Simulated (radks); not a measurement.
Spherical jellium clusters: N electrons in a uniform positive sphere of charge N and radius rs N^(1/3), rs = 3.48 bohr. Method: non-relativistic Kohn-Sham, LDA (Slater exchange, Perdew-Wang correlation), spin-polarised, spherical densities; computed with a radial shooting solver with Libxc functionals. Levels are named by radial order and angular momentum (1s, 1p, 1d, 2s, ...), and open shells are averaged over m.

N = 5, configuration 1s2 1p(up 3, down 0). This is the lowest configuration that the search found. Occupied and some empty levels:

| level | occupation | eigenvalue (eV) | <r> (bohr) |
|---|---|---|---|
| 1s up | 1 | -5.2666 | 4.181 |
| 1s down | 1 | -4.4287 | 4.184 |
| 1p up | 3 | -3.2606 | 5.340 |
| 1p down | 0 | -2.4439 | 5.584 |
| 1d up | 0 | -1.1296 | 6.835 |
| 2s up | 0 | -1.0152 | 7.779 |
| 2s down | 0 | -0.68342 | 8.716 |
| 1d down | 0 | -0.53550 | 7.707 |

Energy (eV): total -7.65999, kinetic 11.181, external -130.69, Hartree 62.706, exchange-correlation -19.451, background 68.592.
